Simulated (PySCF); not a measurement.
# Polarisability and C₆ of Rh²⁺ (rhodium, charge +2)

[Kr] 4d7, high-spin 4F determinant. Calculation: PySCF 2.14, in aug-cc-pwCVTZ-PP with ECP28MDF; a scalar-relativistic core potential. Coupled (time-dependent) response in atomic units; α is the mean over directions.

```json
{"method": "PBE0", "mean α (bohr³)": "7.379", "C₆ (like pair)": "39.16", "S(−4)": "14.50"}
```

S(−4) is the Cauchy moment in α(ω) = α(0) + S(−4) ω² + …

Spin-orbit coupling is absent.

α(iu) at PBE0:

```csv
u (hartree),α(iu) (bohr³)
0,7.379
0.0500,7.343
0.100,7.239
0.200,6.870
0.300,6.382
0.500,5.370
0.750,4.319
1.00,3.517
1.50,2.428
2.00,1.755
3.00,1.017
5.00,0.4486
```

A single London oscillator, α(iu) = α/(1 + u²/ω²), gives C₆ = (3/4) ω α². Matching the computed C₆ needs ω = 4 × 39.16 / (3 × 7.379²) = 0.959 hartree.

For an ion, C₆ is the dispersion term alone; charge-induced terms of lower order in 1/R come first.

Energies and moments cover only the electrons outside the core potential.
